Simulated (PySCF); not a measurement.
A structure optimised at r2SCAN-D4/def2-TZVPD, used in a PySCF frequency run:

```
C
O 1 1.2509
O 1 1.2509 2 130.37
H 1 1.1436 2 114.82 3 180.00
```
Charge -1, spin multiplicity 1.

**Question.** Write its SMILES, formula and point group.

**Answer.** O=C[O-], CHO2, C2v

**Question.** What are its rotational constants (standard atomic weights)?

**Answer.** 107.54, 12.252, 10.999 GHz
